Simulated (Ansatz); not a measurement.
NiCl₂. Total charge 0; triplet. Geometry relaxed at PBE-D4/def2-TZVP.

```xyz
3

Ni    0.000    0.000    0.000
Cl    1.790    0.086   -0.999
Cl   -1.790   -0.086    0.999
```

Estimate the harmonic wavenumbers at UKS PBE-D4/def2-TZVP (Ansatz, unscaled). Is this a minimum?

80, 80, 345, 501 cm⁻¹. Yes, no mode is imaginary beyond noise. Zero-point energy 6.0 kJ/mol. Hardware: 2 threads of AMD EPYC 7R43 on a shared host. Wall time 2.2 min.
